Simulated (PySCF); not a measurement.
**How methods differ on the ionisation energy of Te+**

Te+ [Kr] 4d10 5s2 5p3 (4S) → Te(2+) [Kr] 4d10 5s2 5p2 (3P), as a difference of total energies. Computed with PySCF 2.14 in def2-QZVPPD with the def2 core potential (28 electrons) (8s7p5d4f1g, 91 functions), with scalar relativity through the core potential. Correlated levels: valence: 4s2 4p6 4d10 frozen; valence and next inner shell: nothing frozen outside the core potential. The calculations carry no spin-orbit coupling.

```json
{"method": "UHF", "ionisation energy (eV)": "18.352"}
{"method": "LDA", "ionisation energy (eV)": "18.931"}
{"method": "PBE", "ionisation energy (eV)": "18.750"}
{"method": "PBE0", "ionisation energy (eV)": "18.853"}
{"method": "r2SCAN", "ionisation energy (eV)": "19.009"}
{"method": "B97-3", "ionisation energy (eV)": "18.640"}
{"method": "CAM-B3LYP", "ionisation energy (eV)": "18.783"}
{"method": "B3LYP", "ionisation energy (eV)": "18.755"}
{"method": "BP86", "ionisation energy (eV)": "18.856"}
{"method": "MP2 (valence)", "ionisation energy (eV)": "18.822"}
{"method": "SCS-MP2 (valence)", "ionisation energy (eV)": "18.693"}
{"method": "MP2 (valence and next inner shell)", "ionisation energy (eV)": "19.022"}
{"method": "SCS-MP2 (valence and next inner shell)", "ionisation energy (eV)": "18.836"}
```

Task: How much does correlation contribute at MP2 (valence and next inner shell)?

Result: 19.022 − (18.352) = 0.670 eV, measured against UHF.

The reference lies between the lowest fine-structure levels, while these numbers refer to the centres of the terms.

Errors of the correlated levels include the incompleteness of this basis and the frozen core.

For comparison: 18.6 ± 0.4 eV (measured; NIST Atomic Spectra Database, ionization energies).
